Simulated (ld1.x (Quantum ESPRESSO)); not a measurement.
## Varying the TM potential for copper

Base potential:

Cu, norm-conserving Troullier–Martins (Kleinman–Bylander form), made with ld1.x (Quantum ESPRESSO) 7.5 (PBE, scalar-relativistic). Core [Ne], reference 3s2 3p6 3d10 4s1 4p0. Waves: 3p (bound): rc 1.10 bohr; 3d (bound): rc 1.55 bohr; 3s (bound): rc 0.80 bohr. Local part: the s channel. Core correction: a·sin(br)/r model core inside 0.70 bohr.

Occupied shells without a wave of their own: 4s. They enter only through the test configuration that unscreens the potential, and ld1.x also counts them in the model core charge.

All-electron outer shells of the reference configuration (PBE, scalar-relativistic, ld1.x):

| shell | level (eV) | outermost node (bohr) | outermost maximum (bohr) |
| --- | --- | --- | --- |
| 2s | -1062.47 | 0.07 | 0.20 |
| 2p | -916.98 | – | 0.16 |
| 3s | -114.70 | 0.29 | 0.61 |
| 3p | -72.14 | 0.26 | 0.62 |
| 3d | -5.04 | – | 0.60 |
| 4s | -4.61 | 0.89 | 2.27 |
| 4p | -0.70 | 0.97 | 3.65 |

Cutoffs, loose and tight: the cutoffs (Ry, on a coarse ladder) from which the occupation-weighted sum of valence levels, in a spherical-Bessel basis at the reference potential, stays within 10 and 1 mRy of its value at 400 Ry. They do not see the model core or the augmentation charge, which bear on the density cutoff. Test errors are all-electron minus pseudo excitation energies from the reference, over the configurations 3s2 3p6 3d10 4s0 4p0; 3s2 3p6 3d9 4s0 4p0; 3s2 3p6 3d8 4s0 4p0; 3s2 3p5 3d10 4s1 4p0; 3s2 3p6 3d7 4s0 4p0; 3s2 3p6 3d9 4s2 4p0; 3s2 3p6 3d9 4s1 4p0. A dash means not determined; rows that change the core or the reference have their own tests.

With those shells counted twice in exchange and correlation these files are broken, and their errors move erratically; no question is asked of them.

```tsv
change	outcome	cutoff, loose	cutoff, tight	bound ghosts	largest test error (meV)
base	generated	230 Ry	over 300 Ry	none	-677
all radii but the core radius scaled by about 0.77 (s 0.62, p 0.84, d 1.20 bohr)	generated	300 Ry	over 300 Ry	none	-671
all radii but the core radius scaled by about 0.92 (s 0.74, p 1.00, d 1.42 bohr)	generated	260 Ry	over 300 Ry	none	-647
all radii but the core radius scaled by about 1.03 (s 0.82, p 1.14, d 1.60 bohr)	generated	230 Ry	over 300 Ry	none	-722
all radii but the core radius scaled by about 1.12 (s 0.90, p 1.22, d 1.74 bohr)	generated, misses its reference levels by 0.17 eV	180 Ry	300 Ry	none	-892
all radii but the core radius scaled by about 1.27 (s 1.02, p 1.40, d 1.96 bohr)	generated, misses its reference levels by 0.37 eV	140 Ry	180 Ry	none	-1405
all radii but the core radius scaled by about 1.34 (s 1.08, p 1.48, d 2.08 bohr)	generated, misses its reference levels by 0.57 eV	120 Ry	160 Ry	none	-1923
```

Reading the sweep of the scale of all radii but the core radius (base = 1) (base included, trends over the rows without a ghost): The loose cutoff falls from 300 Ry at 0.77 to 120 Ry at 1.34. A larger radius leaves more room for a smooth pseudo-wave, so fewer plane waves are needed; a smaller one forces it to follow the all-electron wave where it bends sharply. The median size of the test errors (rows with all tests solved) rises from 148.5 meV at 0.77 to 868.3 meV at 1.34. More of the atom is replaced by a form fitted at one configuration, so other configurations suffer as the radius grows.
